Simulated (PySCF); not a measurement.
**Assigning NMR signals**

Molfile (atoms numbered from 1):
```
C7H12O2Si
     RDKit          3D

 22 22  0  0  0  0  0  0  0  0999 V2000
   -2.4801    0.0486    1.4804 C   0  0  0  0  0  0  0  0  0  0  0  0
   -1.1649    0.0591    0.1586 Si  0  0  0  0  0  4  0  0  0  0  0  0
   -1.1392    1.6891   -0.7636 C   0  0  0  0  0  0  0  0  0  0  0  0
   -1.3823   -1.3873   -1.0126 C   0  0  0  0  0  0  0  0  0  0  0  0
    0.2799   -0.1215    1.0247 O   0  0  0  0  0  0  0  0  0  0  0  0
    1.5443   -0.1478    0.5821 C   0  0  0  0  0  0  0  0  0  0  0  0
    2.0306   -0.1277   -0.7701 C   0  0  0  0  0  0  0  0  0  0  0  0
    3.3899   -0.1753   -0.6692 C   0  0  0  0  0  0  0  0  0  0  0  0
    3.7717   -0.2230    0.6150 O   0  0  0  0  0  0  0  0  0  0  0  0
    2.6548   -0.2078    1.3814 C   0  0  0  0  0  0  0  0  0  0  0  0
   -2.3124    0.8580    2.2071 H   0  0  0  0  0  0  0  0  0  0  0  0
   -2.4743   -0.9061    2.0286 H   0  0  0  0  0  0  0  0  0  0  0  0
   -3.4805    0.1839    1.0402 H   0  0  0  0  0  0  0  0  0  0  0  0
   -0.3274    1.7354   -1.5051 H   0  0  0  0  0  0  0  0  0  0  0  0
   -2.0914    1.8436   -1.2964 H   0  0  0  0  0  0  0  0  0  0  0  0
   -1.0030    2.5272   -0.0625 H   0  0  0  0  0  0  0  0  0  0  0  0
   -2.3662   -1.3336   -1.5061 H   0  0  0  0  0  0  0  0  0  0  0  0
   -0.6144   -1.4096   -1.8005 H   0  0  0  0  0  0  0  0  0  0  0  0
   -1.3298   -2.3404   -0.4639 H   0  0  0  0  0  0  0  0  0  0  0  0
    1.4517   -0.0863   -1.6895 H   0  0  0  0  0  0  0  0  0  0  0  0
    4.1845   -0.1817   -1.4112 H   0  0  0  0  0  0  0  0  0  0  0  0
    2.7849   -0.2436    2.4582 H   0  0  0  0  0  0  0  0  0  0  0  0
  1  2  1  0
  2  3  1  0
  2  4  1  0
  2  5  1  0
  5  6  1  0
  6  7  1  0
  7  8  2  0
  8  9  1  0
  9 10  1  0
 10  6  2  0
  1 11  1  0
  1 12  1  0
  1 13  1  0
  3 14  1  0
  3 15  1  0
  3 16  1  0
  4 17  1  0
  4 18  1  0
  4 19  1  0
  7 20  1  0
  8 21  1  0
 10 22  1  0
M  END
```

PySCF calculation with NMR shieldings at KT3/pcSseg-1/GIAO and coordinates at the PBE0-D3(BJ)/def2-SVP level; no relativistic terms, no solvent, one conformer, one averaged value for each set of equivalent atoms.

Scale: 13C, 1H against TMS (reference shieldings calculated alike).

Task: Assign these signals to the numbered atoms. 13C{1H} NMR (computed): δ 140.4, 131.9, 120.9, 98.7, -0.3.

Result: 
| δ (ppm) | atoms | environment | reason |
| --- | --- | --- | --- |
| 140.4 | C6 | aromatic carbon bearing oxygen | the electronegative substituent deshields the carbon that carries it |
| 131.9 | C8 | aromatic CH next to the ring oxygen | – |
| 120.9 | C10 | aromatic CH next to the ring oxygen | it is ortho or para to a lone-pair donor and shielded by resonance |
| 98.7 | C7 | aromatic CH | resonance donation from the substituent shields this position |
| -0.3 | C1/C3/C4 | methyl carbon bonded to Si | an electropositive neighbour leaves it electron-rich and shielded |

Task: Assign these signals to the numbered atoms. 1H NMR (400 MHz, computed): δ 7.11 (m, 1H), 7.00 (m, 1H), 5.98 (m, 1H), 0.26 (s, 9H).

Result: 
```tsv
δ (ppm)	atoms	environment	reason
7.11	H22	hydrogen on an aromatic CH next to the ring oxygen	it sits in the deshielding region of the aromatic ring current
7.00	H21	hydrogen on an aromatic CH next to the ring oxygen	–
5.98	H20	hydrogen on an aromatic CH	π donation from the O or N substituent shields it against benzene
0.26	H11/H12/H13/H14/H15/H16/H17/H18/H19	hydrogen on a methyl carbon bonded to Si	an electropositive neighbour shields it, as in TMS itself
```

H22 and H21 lie closer than the usual error of such a calculation, so a measured spectrum could show them in the other order.

Shifts are as computed, not scaled to solution data. Of 1211 compounds with measured shifts, 218 miss one by over three times the rms of a fit or turn the order of signals round; such compounds aren't used in these exercises. No couplings were computed; multiplicities are counted from neighbouring protons, with m where these are inequivalent, close in shift, in a saturated or five-membered ring or joined by F or P, and br s for small geminal =CH2 splittings.
